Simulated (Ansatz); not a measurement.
Geometry optimisation, Ansatz 0.2.0, DFT PBE-D3(BJ), scalar-relativistic, plane waves, PAW.

The input (input.yaml):

```yaml
accuracy: low
crystal:
  lattice:
    - [8.706588, 0.0, 0.0]
    - [0.0, 8.706588, 0.0]
    - [0.0, 0.0, 8.706588]
  atoms:
    - { symbol: C, position: [0.3933137, 0.2074448, 0.5064861] }
    - { symbol: O, position: [0.3169639, 0.2943866, 0.4362127] }
    - { symbol: O, position: [0.4696634, 0.120503, 0.5767596] }
    - { symbol: C, position: [0.9538496, 0.0432056, 0.3772893] }
    - { symbol: O, position: [0.8970609, 0.0606364, 0.4989352] }
    - { symbol: O, position: [1.0106382, 0.0257748, 0.2556435] }
    - { symbol: C, position: [0.7273028, 0.3880767, 0.3493214] }
    - { symbol: O, position: [0.6938315, 0.2842529, 0.4294886] }
    - { symbol: O, position: [0.7607741, 0.4919006, 0.2691542] }
    - { symbol: C, position: [0.3613654, 0.4422923, 0.9030642] }
    - { symbol: O, position: [0.3119756, 0.3392768, 0.9756931] }
    - { symbol: O, position: [0.4107552, 0.5453078, 0.8304353] }
    - { symbol: C, position: [0.529631, 0.8831431, 0.9162542] }
    - { symbol: O, position: [0.419474, 0.8068224, 0.935414] }
    - { symbol: O, position: [0.639788, 0.9594638, 0.8970944] }
    - { symbol: C, position: [0.9858126, 0.5155786, 0.8241045] }
    - { symbol: O, position: [0.8736671, 0.5108497, 0.8997849] }
    - { symbol: O, position: [1.0979581, 0.5203076, 0.7484241] }
    - { symbol: C, position: [0.6612212, 0.6408921, 0.5737361] }
    - { symbol: O, position: [0.6481506, 0.7734828, 0.5497491] }
    - { symbol: O, position: [0.6742918, 0.5083014, 0.597723] }
    - { symbol: C, position: [0.3360771, 0.6729773, 0.2835676] }
    - { symbol: O, position: [0.2201408, 0.6315406, 0.3398551] }
    - { symbol: O, position: [0.4520133, 0.7144141, 0.2272801] }
    - { symbol: C, position: [0.0349091, 0.8905965, 0.7998533] }
    - { symbol: O, position: [0.1401495, 0.9228741, 0.7210555] }
    - { symbol: O, position: [-0.0703314, 0.8583188, 0.8786512] }
    - { symbol: C, position: [0.8236981, 0.2216234, 0.9607315] }
    - { symbol: O, position: [0.7945028, 0.2767122, 1.0808954] }
    - { symbol: O, position: [0.8528934, 0.1665346, 0.8405676] }
basis:
  ecutwfc: 420.0
kpoints:
  mp_grid: { grid: [1, 1, 1] }
hamiltonian:
  xc: pbe
  dispersion: d3bj
scf:
  occupations: { method: fermi_dirac, width: 0.02 }
  lower_state_search: "off"
relax:
  f_tol: 0.3
  max_steps: 15
  adjacent_minimum: "off"
```

Run as:

```bash
$ ansatz run input.yaml --threads 1 --pin off --max-ram 3072MiB --backend cpu --events-out ev --progress --plain --runs-dir out
```

**Question.** Where does it end, and by what steps?

**Answer.** The forces met the threshold. The threshold is loose, so the end isn't yet a minimum. The force dipped under the threshold on the way, but the program's further checks kept it going. Limits of this set-up: coarse k mesh, low accuracy level. After 9 steps the energy has fallen by 1.558 eV; O29 moved furthest, 1.18 Å.

```tsv
step	energy less start (eV)	largest force component (eV/Å)	accepted
0	0.0000	1.328	yes
1	-0.7182	1.189	yes
2	-0.9696	0.743	yes
3	-1.1293	1.061	yes
4	-1.2635	0.547	yes
5	-1.3573	0.403	yes
6	-1.4284	0.898	yes
7	-1.5144	0.281	yes
8	-1.5144	0.281	yes
9	-1.5584	0.261	yes
```

```xyz
30
Lattice="8.7066 0.0000 0.0000 0.0000 8.7066 0.0000 0.0000 0.0000 8.7066" Properties=species:S:1:pos:R:3
C 3.593 2.020 4.964
O 3.015 2.446 4.040
O 4.167 1.602 5.895
C 8.298 -0.133 2.857
O 7.753 -0.507 3.826
O 8.843 0.244 1.889
C 6.532 3.545 2.794
O 6.325 2.544 3.373
O 6.740 4.544 2.219
C 3.514 3.777 8.130
O 2.783 3.147 8.791
O 4.242 4.413 7.468
C 4.134 7.448 8.280
O 2.987 7.263 8.454
O 5.278 7.628 8.109
C 8.847 4.463 7.225
O 8.017 4.429 8.047
O 9.688 4.489 6.410
C 5.718 6.214 5.126
O 4.943 7.078 4.967
O 6.483 5.338 5.283
C 2.512 5.622 2.778
O 1.421 5.839 3.142
O 3.605 5.408 2.413
C 0.701 8.012 6.464
O 1.492 8.619 5.850
O -0.084 7.401 7.080
C 6.711 1.746 7.920
O 6.000 1.933 8.834
O 7.423 1.564 7.008
```

Time of the run: 50 s on 1 thread of Arm Neoverse V1, with other jobs on the host, peak memory 0.55 GiB.
